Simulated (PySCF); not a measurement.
Cartesian coordinates in Å; atom numbers follow the order of the lines, from 1:
```xyz
12

Al   -0.3333   -1.6271   -0.7935
H    -0.6307   -3.0243   -1.4821
N     1.3324   -1.0375   -0.4844
Al    1.7449    0.5266    0.2906
H     3.2413    0.9861    0.5437
N     0.3360    1.5326    0.7599
Al   -1.3824    1.0795    0.5153
H    -2.5831    2.0183    0.9542
N    -1.6381   -0.5158   -0.2642
H     2.1018   -1.6404   -0.7674
H     0.5259    2.4300    1.2005
H    -2.5992   -0.8110   -0.4216
```

PySCF calculation with shieldings: GIAO B3LYP/pcSseg-1 (pcSseg-2 on Al) and geometry: PBE0-D3(BJ)/def2-SVP; in vacuum, one conformer, relativity neglected, one averaged value for each set of equivalent atoms.

References, each an isolated molecule treated in the same way: $^{1}$H (σref 31.38) against TMS; $^{27}$Al (σref 571.15) vs [Al(H2O)6]3+; NH3 for $^{15}$N (σref 263.54).

```
      atoms    nucleus  count  δ (ppm)
H10/H11/H12    $^{1}$H      3        ?
   N3/N6/N9   $^{15}$N      3     67.3
   H2/H5/H8    $^{1}$H      3     4.55
Al1/Al4/Al7  $^{27}$Al      3        ?
```

Q: Complete the table.

A: 
- H10/H11/H12: 1.54 ppm, hydrogen on a nitrogen bonded to 2 Al
- Al1/Al4/Al7: 196.7 ppm, aluminium bonded to 2 N, H

OH/NH shifts are gas-phase values; hydrogen bonding in solution moves them, usually downfield. Hydrides on Al or Ga are broadened by the quadrupolar metal nucleus. Experimental scales use liquid or dissolved standards, which lie at an offset from isolated NH3 (liquid NH3: subtract about 20 ppm).
